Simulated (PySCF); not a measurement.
Simulated outer-valence photoelectron spectrum of `FC[BH2-][PH3+]`. Computed with EOM-IP-CCSD/aug-cc-pVDZ in PySCF, restricted Hartree–Fock reference, frozen core, non-relativistic, gas phase, PBE0-D3(BJ)/def2-SVP geometry.

Each root has a Gaussian of 0.5 eV full width with its one-hole share as area; cross sections and vibrations are left out, and the highest printed point is 100.

| ionisation energy (eV) | intensity |
| --- | --- |
| 9.8 | 0 |
| 10.0 | 3 |
| 10.2 | 21 |
| 10.4 | 68 |
| 10.6 | 100 |
| 10.8 | 72 |
| 11.0 | 45 |
| 11.2 | 54 |
| 11.4 | 44 |
| 11.6 | 16 |
| 11.8 | 3 |
| 12.0 | 4 |
| 12.2 | 20 |
| 12.4 | 48 |
| 12.6 | 47 |
| 12.8 | 19 |
| 13.0 | 3 |
| 13.2 | 0 |
| 13.4 | 2 |
| 13.6 | 14 |
| 13.8 | 42 |
| 14.0 | 51 |
| 14.2 | 26 |
| 14.4 | 8 |
| 14.6 | 18 |
| 14.8 | 46 |
| 15.0 | 54 |
| 15.2 | 48 |
| 15.4 | 55 |
| 15.6 | 42 |
| 15.8 | 26 |
| 16.0 | 41 |
| 16.2 | 52 |
| 16.4 | 28 |
| 16.6 | 6 |
| 16.8 | 1 |

**Question.** Where are the maxima, and how many lines lie under the curve?

**Answer.** 7 maxima, at 10.6, 11.3, 12.5, 13.9, 14.9, 15.4 and 16.2 eV, from 8 lines. At this width some lines have no maximum of their own.

**Question.** List the lines with their holes.

**Answer.** 
```tsv
E (eV)	leading hole (HF orbital)	area	Koopmans (eV)
10.52	HOMO-1	0.95	11.79
10.68	HOMO	0.95	11.46
11.27	HOMO-2	0.96	11.92
12.50	HOMO-3	0.95	14.02
13.95	HOMO-4	0.94	15.31
14.91	HOMO-5	0.94	15.78
15.44	HOMO-6	0.94	16.98
16.16	HOMO-7	0.94	18.07
```

The widest gap, 1.45 eV, lies between 12.50 and 13.95 eV. Only orbitals with −ε under 21 eV, eight at most, were ionised, so the high end of the curve may lack lines.

Time: 2.5 min wall. Hardware: an x86-64 server with one thread, shared host.

The values belong to the conformer `[F:1][CH2:2][BH2-:3][PH3+:4]`: F1–C2–B3–P4 -1°.
